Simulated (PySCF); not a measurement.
Ligands exchanged one at a time, B SiH3-SH. Gas-phase values, no solvent. One relaxed conformer stands for each flexible species; it need not be the lowest. Strings in code marks are SMILES.

The four lowest singlet excitations (Tamm–Dancoff). The numbers are results of PBE-D3(BJ)/def2-TZVP // B3LYP-D3(BJ)/def2-TZVP run with PySCF, not measurements. Excitations are Tamm–Dancoff values on a coarser integration grid. The basis has no diffuse functions, so Rydberg states are missing or too high.

```json
[
 {"state": "S1", "energy (eV)": "4.91", "wavelength (nm)": "253", "oscillator strength": "0.001"},
 {"state": "S2", "energy (eV)": "5.11", "wavelength (nm)": "243", "oscillator strength": "0.169"},
 {"state": "S3", "energy (eV)": "5.31", "wavelength (nm)": "234", "oscillator strength": "0.001"},
 {"state": "S4", "energy (eV)": "5.80", "wavelength (nm)": "214", "oscillator strength": "0.004"}
]
```

Task: Name which member gives these states.
(A) `[SiH3]B([SiH3])[SiH3]`
(B) `[SiH3]B(S)S` (S–B–S–H torsion 180°, S–B–S–H torsion 180°)
(C) `SB(S)S`
(D) `[SiH3]B([SiH3])S` (Si–B–S–H torsion 1°)

Result: B, `[SiH3]B(S)S` (S–B–S–H torsion 180°, S–B–S–H torsion 180°)
